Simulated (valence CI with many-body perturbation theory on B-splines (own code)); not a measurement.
**Energy levels of Pr+**

Calculated by configuration interaction combined with many-body perturbation theory (CI+MBPT): four valence electrons over a frozen Dirac-Fock core [Xe], radial functions for each j: 8 s, 8 p, 9 d, 9 f, 6 g, 3 h, 2 i, with the one-electron correlation potential Σ1, the two-electron term Σ2, the three-electron term Σ3, Breit, model QED; the open f shell's mean field enters the energy denominators; selected CI, second order for the rest, scaled by the run's own slope (own B-spline code, finite nucleus).

Against 19 measured levels this calculation errs by 1500 cm⁻¹ on average and by 2587 at most. These come from a selection out of the NIST Handbook of Basic Atomic Spectroscopic Data. Levels without a partner in it may be off by more, other configurations by several thousand cm⁻¹. Among the levels kept, up to 880 cm⁻¹ of a level comes from second order outside the variational space, and about a tenth of that is noise between levels of different J, which matters for small intervals.

Levels 1 to 45 of 68, with energies above the lowest level, 4f³6s ⁵I°_4. "Leading %" is the weight of the configuration and term that name the level; weights of strongly mixed levels are sums over their largest components and can fall short. Lifetimes count E1, E2, E3, M1 and M2 decay at the calculated energies, and are blank where another channel may lead or the interval is too uncertain; long ones can be off by a factor of two.

```tsv
No.	Configuration	Term	J	E (eV)	Leading %	Lifetime	Second component	g
1	4f³6s	⁵I°	4	0.0000	94			0.606
2	4f³6s	⁵I°	5	0.0594	57		36 % 4f³6s ³I°	0.879
3	4f³5d	⁵L°	6	0.1620	91			0.723
4	4f³5d	⁵K°	5	0.1977	85		10 % 4f³5d ³I°	0.689
5	4f³6s	⁵I°	6	0.2225	76		20 % 4f³6s ³I°	1.062
6	4f³6s	³I°	5	0.2361	57		36 % 4f³6s ⁵I°	0.857
7	4f³5d	⁵L°	7	0.3258	94			0.914
8	4f³5d	⁵K°	6	0.3493	92			0.910
9	4f³6s	⁵I°	7	0.4025	88		9 % 4f³6s ³I°	1.174
10	4f³6s	³I°	6	0.4568	76		20 % 4f³6s ⁵I°	1.032
11	4f³5d	⁵L°	8	0.5011	96			1.043
12	4f³5d	⁵K°	7	0.5077	95			1.053
13	4f³6s	⁵I°	8	0.5913	96	7.73 s		1.248
14	4f³5d	³I°	5	0.6227	64	9.07 s	9 % 4f³5d ³H°	0.868
15	4f³5d	⁵H°	3	0.6709	77	73.3 s	15 % 4f³5d ³G°	0.555
16	4f³5d	⁵K°	8	0.6721	95	6.27 s		1.149
17	4f³6s	³I°	7	0.6776	86	6.40 s	9 % 4f³6s ⁵I°	1.144
18	4f³5d	⁵L°	9	0.6844	97	4.41 s		1.133
19	4f³5d	³H°	4	0.6904	55		22 % 4f³5d ⁵I°	0.778
20	4f³5d	⁵I°	4	0.7226	66		14 % 4f³5d ⁵H°	0.681
21	4f³5d	³I°	6	0.7555	53	6.55 s	9 % 4f³5d ³K°	1.024
22	4f³5d	⁵I°	5	0.8402	78		11 % 4f³5d ³H°	0.928
23	4f³5d	⁵K°	9	0.8411	94	9.47 s		1.218
24	4f³5d	⁵H°	4	0.8465	55	8.11 s	15 % 4f³5d ³H°	0.890
25	4f³5d	⁵G°	2	0.8631	92	15.9 s		0.346
26	4f³5d	⁵G°	3	0.8709	57	12.8 s	22 % 4f³5d ³G°	0.838
27	4f³5d	⁵L°	10	0.8739	97	6.52 s		1.199
28	4f³5d	⁵H°	5	0.8878	50		14 % 4f³5d ³I°	1.020
29	4f²5d²	⁵L	6	0.9348	78		16 % 4f²5d² ³K	0.744
30	4f³5d	³K°	6	0.9726	65		7 % 4f³5d ³I°	0.919
31	4f³5d	⁵I°	6	0.9855	83		6 % 4f³5d ³H°	1.080
32	4f³5d	³I°	7	0.9857	53	4.27 s	15 % 4f³5d ⁵I°	1.133
33	4f³5d	⁵G°	4	1.011	70	6.55 s	13 % 4f³5d ³G°	1.102
34	4f³5d	³H°	5	1.025	39		37 % 4f³5d ⁵H°	1.076
35	4f³6s	⁵F°	1	1.048	90		6 % 4f³6s ³D°	0.032
36	4f³5d	⁵H°	6	1.057	49		22 % 4f³5d ³I°	1.141
37	4f³6s	⁵F°	2	1.088	76	549 s	15 % 4f³6s ³F°	0.961
38	4f³5d	³G°	3	1.093	49		33 % 4f³5d ⁵G°	0.801
39	4f²5d²	⁵I	4	1.099	72		13 % 4f²5d² ³H	0.651
40	4f³5d	³P°	0	1.116	53		34 % 4f³5d ⁵D°	
41	4f²5d²	⁵L	7	1.132	89	12.4 μs	6 % 4f²5d² ³K	0.919
42	4f³5d	⁵I°	7	1.138	57		23 % 4f³5d ³L°	1.092
43	4f³6s	³H°	4	1.147	67	933 ms	9 % 4f³6s ³G°	0.877
44	4f³6s	³H°	5	1.152	34		20 % 4f³6s ¹H°	1.114
45	4f³5d	³L°	7	1.162	58		13 % 4f³5d ⁵I°	0.988
```

Names give the largest LS component (configuration and term), which can be under half, so a name can repeat, a term be missing and a line seem to break the LS rules; names also repeat where a configuration has a term twice.

Where two levels of one J and parity lie close, their mixing, g and order are uncertain.

The ionisation energy to 4f³ ⁴I°9/2 of the next ion comes out as 10.413 eV (NIST: 10.631 ± 0.02 eV (semi-empirical), further off than twice its uncertainty). All 68 levels together are meant to be complete up to 1.384 eV.
